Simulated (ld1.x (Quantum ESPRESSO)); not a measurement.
**An all-electron radial function and its pseudo partner (titanium)**

Columns: radius, all-electron u(r) and pseudo u(r) of the 4s shell (level -10.52 eV) of titanium in the configuration [Ar] 3d2 4s1 4p0; LDA (PZ), non-relativistic, PAW scheme, ld1.x (Quantum ESPRESSO) 7.5.

```tsv
r (bohr)	all-electron	pseudo
0.170	-0.1525	-0.0681
0.340	-0.0784	-0.1353
0.510	0.1610	-0.2008
0.680	0.2885	-0.2638
0.850	0.2806	-0.3236
1.020	0.1851	-0.3794
1.190	0.0495	-0.4307
1.360	-0.0946	-0.4770
1.530	-0.2292	-0.5178
1.700	-0.3456	-0.5529
1.870	-0.4406	-0.5821
2.040	-0.5140	-0.6051
2.210	-0.5674	-0.6220
2.380	-0.6030	-0.6327
2.550	-0.6232	-0.6373
2.720	-0.6305	-0.6358
2.890	-0.6272	-0.6285
3.060	-0.6153	-0.6154
3.230	-0.5968	-0.5968
3.400	-0.5732	-0.5732
3.570	-0.5459	-0.5459
3.740	-0.5160	-0.5160
3.910	-0.4847	-0.4847
4.080	-0.4527	-0.4527
4.250	-0.4206	-0.4206
4.420	-0.3890	-0.3890
```

Task: How many radial nodes do the two functions have?

Result: The all-electron 4s function has n − l − 1 = 3 (the table is too coarse to show those close to the nucleus); the pseudo-wave has 0, since the states of the same l below it are removed with the core.

Task: At about which radius was the pseudo-wave matched?

Result: 3.15 bohr, where the columns begin to agree (steps of 0.17 bohr).

Task: Is the pseudo-wave norm-conserving?

Result: No, it belongs to a PAW set: the norm inside the radius is not constrained, and the difference is carried by the augmentation charge.
